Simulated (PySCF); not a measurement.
## Rb³¹⁺ (rubidium, charge +31): Hartree-Fock from Schrödinger to Dirac-Coulomb-Breit

Occupied: 1s1/2, 2s1/2, 2p1/2. Hartree-Fock calculated with PySCF 2.14 in an even-tempered Gaussian basis (16 s from 3.8 bohr⁻², ratio 2.7; 12 p from 4.5 bohr⁻², ratio 2.7), Gaussian nucleus throughout. NR is non-relativistic, sf-X2C the spin-free one-electron X2C Hamiltonian, X2C adds the bare one-electron spin-orbit term, X2C-SNSO screens it by Boettger's factors, DC is four-component Dirac-Coulomb, and the Gaunt and Breit terms are added at first order (total energies over the DC spinors, levels after relaxing the spinors in that mean field). QED terms are absent. Levels marked empty are virtual spinors of this ion.

```
Hamiltonian  E (hartree)
        X2C   -1973.1739
   X2C-SNSO   -1972.9681
         DC   -1973.4124
   DC+Gaunt   -1972.2839
   DC+Breit   -1972.3418
```

```tsv
level (eV)	X2C	X2C-SNSO	DC	DC+Gaunt	DC+Breit
1s1/2	-17479.3	-17479.7	-17487.1	-17464.4	-17465.1
2s1/2	-3923.9	-3924.0	-3924.8	-3922.8	-3922.9
2p1/2	-3824.8	-3822.1	-3822.7	-3818.3	-3818.8
2p3/2 (empty)	-3596.2	-3597.6	-3597.6	-3595.4	-3596.0
3s1/2 (empty)	-1592.4	-1592.4	-1592.6	-1592.0	-1592.1
```

**Question.** How large are the two-electron picture-change error of X2C and the Breit correction in the total energy?

**Answer.** X2C-1e lies 0.2385 hartree above Dirac-Coulomb; Gaunt adds 1.1285 and the full Breit term 1.0706 hartree.

Weight of the small component: 1s1/2 0.0182, 2s1/2 0.00406, 2p1/2 0.00403, 2p3/2 0.00387, 3s1/2 0.00161.

Koopmans' value for the highest occupied level at DC+Breit: 3818.8 eV, against an ionisation energy of 3815 ± 4 eV (semi-empirical (NIST evaluation); NIST Atomic Spectra Database, ionization energies); the former lacks relaxation, correlation, QED and recoil.

The whole ladder took 76 s of wall time on 1 thread of Neoverse-N1 (shared host), launched as `OMP_NUM_THREADS=1 python relrun2.py TASK.json OUT` (a driver that calls PySCF for each Hamiltonian).
